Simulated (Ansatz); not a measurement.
Program: Ansatz. Geometries: PBE0-D4/def2-TZVP. ΔE: electronic, gas phase. CCSD(T)/CBS is the MP2 limit (def2-TZVPP, def2-QZVPP) plus CCSD(T) − MP2 in def2-TZVPP, frozen cores. This one scheme is used for every species. DFT in def2-TZVPP. For Ga, Se outer-core shells are correlated without core-valence functions, which leaves a few kJ/mol of doubt a bond. Scalar relativity is left out up to krypton. One conformer a species, not always the lowest.

`F[SiH]([GaH2])[SeH]` + CH₃OH → `CO[SiH](F)[SeH]` + `[GaH3]`  (cleavage of the Si–Ga bond)

Problem. Is it downhill or uphill in electronic energy at CCSD(T)/CBS, and by how much? (Best estimate.)

Solution. Computed: Downhill: ΔE = -22.2 kcal/mol.

Problem. What do these levels give: revPBE-D4, r2SCANh-D4, r2SCAN0-D4, CAM-B3LYP-D4, ωB97X-V, BHLYP, RPA@PBE/def2-TZVPP, HF/def2-SVP, CCSD/def2-SVP, HF/def2-TZVPP, CCSD/def2-TZVPP, CCSD/CBS(def2)? (Best estimate.)

Solution. The calculation gave: revPBE-D4 -17.5, r2SCANh-D4 -22.3, r2SCAN0-D4 -22.8, CAM-B3LYP-D4 -24.8, ωB97X-V -23.5, BHLYP -24.9, RPA@PBE/def2-TZVPP -22.8, HF/def2-SVP -25.6, CCSD/def2-SVP -22.6, HF/def2-TZVPP -28.5, CCSD/def2-TZVPP -23.8, CCSD/CBS(def2) -22.9 kcal/mol.

Problem. What do rigid-rotor, harmonic-oscillator terms from PBE0-D4/def2-TZVP frequencies (298.15 K, 1 bar) make of the CCSD(T)/CBS value? (An estimate is asked.)

Solution. Computed: ΔZPE = -2.3 kcal/mol, ΔH = -24.6 kcal/mol, ΔS = -25 J/(mol·K), ΔG = -22.8 kcal/mol. Modes under 50 cm⁻¹ make the entropy rough.

Largest T1 diagnostic among the species: 0.013.

From BLYP to BHLYP (50 % exact exchange), in def2-TZVPP and without D4, ΔE moves by −5.3 kcal/mol. Leaving LDA and LC-ωPBE aside and taking each functional with its dispersion term where it has one, the values, not all of them listed here, spread over 8.1 kcal/mol, from CAM-B3LYP-D4 to PBE-D4. LDA lies −2.6 kcal/mol from PBE without D4.
